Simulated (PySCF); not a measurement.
Compound: C5H14OSSi2.
Atom-mapped SMILES: `[CH3:1][SiH2:2][O:3][C@@H:4]1[C@@H:5]([CH3:6])[Si@H:7]1[S:8][CH3:9]`

NICS = −σ at a ghost point: NICS(0) at the centroid of the ring atoms, NICS(1) 1 Å to either side along the normal of their mean plane, zz for the tensor component along that normal. Level: GIAO PBE0/pcSseg-1 (PySCF, non-relativistic, gas phase) on the GFN2-xTB geometry, one conformer.

Ring bond lengths (Å), with Mayer bond orders in brackets: C4–C5 1.536 (0.84), C5–Si7 1.893 (0.88), Si7–C4 1.887 (0.93).

**Question.** What do the NICS probes read (ppm)?

**Answer.** 
```csv
ring,type,NICS(0),"NICS(1), two faces","NICS(1)zz, two faces",rms pucker (Å),"centre to ring atoms, mean (Å)"
C4–C5–Si7,3-membered ring with Si; formal bonds all single,-24.0,-6.1 / -8.1,-12.0 / -14.1,0.00,1.02
```

**Question.** What can be read from them?

**Answer.** 
- C4–C5–Si7: mean NICS(1)zz -13.1 ppm, shielded. C4, C5, Si7 have four or more neighbours, so the value isn't read as a sign of a π ring current. NICS(0) lies 17 ppm below the mean NICS(1).

**Question.** At the first NICS(1) probe listed for ring C4–C5–Si7, 1 Å off the ring, how large is the induced field along the normal in 9.4 T applied along it?

**Answer.** NICSzz × B0 = -12.0 ppm × 9.4 T = -113 μT, against the applied field.

The values belong to the conformer `[CH3:1][SiH2:2][O:3][C@@H:4]1[C@@H:5]([CH3:6])[Si@H:7]1[S:8][CH3:9]`: C1–Si2–O3–C4 -57°, Si2–O3–C4–C5 159°, C5–Si7–S8–C9 -86°.
